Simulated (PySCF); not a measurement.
## Dipole response of Ni (nickel, neutral)

[Ar] 3d8 4s2, high-spin 3F determinant. Computed with PySCF 2.14 in x2c-QZVPPall with one added diffuse shell each of s, p, d, f, g type (12s8p7d5f3g, 133 functions), with the spin-free X2C one-electron Hamiltonian (Gaussian nucleus). Coupled (time-dependent) response in atomic units; α is the mean over directions.

```
method  mean α (bohr³)  C₆ (like pair)  S(−4)
   UHF           62.13           540.1   2195
   PBE           46.96           376.7   1122
```

S(−4) is the Cauchy moment in α(ω) = α(0) + S(−4) ω² + …

Reference α: 49 ± 3 bohr³ (recommended; Schwerdtfeger and Nagle, table of static dipole polarizabilities (2023 update)). Published C₆: 373.0 (Chu and Dalgarno (2004); Tang, Norbeck and Certain (1976)).

Hartree-Fock lies above the reference because it lacks correlation, which contracts the outer shell.

α(iu) at UHF:

```csv
u (hartree),α(iu) (bohr³)
0,62.13
0.0500,57.24
0.100,46.83
0.200,28.13
0.300,17.73
0.500,9.013
0.750,5.192
1.00,3.544
1.50,2.104
2.00,1.459
3.00,0.8587
5.00,0.4170
```

A single London oscillator, α(iu) = α/(1 + u²/ω²), gives C₆ = (3/4) ω α². Matching the computed C₆ needs ω = 4 × 540.1 / (3 × 62.13²) = 0.187 hartree.
